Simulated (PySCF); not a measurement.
MoS3 (singlet). Computed with PBE0/[Mo def2-SVP with ECP28, S def2-SVP], scalar-relativistic core potentials, density fitting, no spin–orbit coupling, PySCF.

Harmonic bands of its minimum:

```tsv
ω (cm⁻¹)	IR (km/mol, summed over degenerate members)	degeneracy
178	1.5	1
193	1.2	2
554	0.7	1
563	145	2
```

Q: The central atom is Mo. Infer the point group and assign the bands.

A: C3v. The modes span 2a1 + 2e: 178 a1, 193 e, 554 a1, 563 e. The computed geometry has Mo–S 2.111 Å (×3); S–Mo–S 108.2° (×3).

This need not be the most stable arrangement of these atoms.
